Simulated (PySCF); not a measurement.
**Electronic structure of B²⁺ (boron, charge +2) at the PBE level**

Configuration: [He] 2s1, 2S determinant. Computed with PySCF 2.14 in Sapporo-DZP-2012, with scalar relativity by spin-free X2C-1e.

```json
{"Total energy": "-23.3902 hartree", "One-electron energy": "-27.7400 hartree", "Hartree (Coulomb) energy": "7.5823 hartree", "Exchange-correlation energy": "-3.2325 hartree", "⟨S²⟩": "0.7500", "⟨L²⟩": "0.000", "Sum of ⟨r⟩": "2.287 bohr", "Sum of ⟨r²⟩": "3.404 bohr²", "Langevin diamagnetic susceptibility": "-2.70 ×10⁻⁶ cm³/mol", "Time after the integrals": "0.03 s of wall time on 1 thread of Neoverse-V2 (shared host)"}
```

```csv
shell,electrons,mean orbital energy (hartree),"rms radius, mean of both spins (bohr)"
1s α,1,-7.76758,0.382
1s β,1,-7.73830,0.382
2s α,1,-1.19932,1.76
```
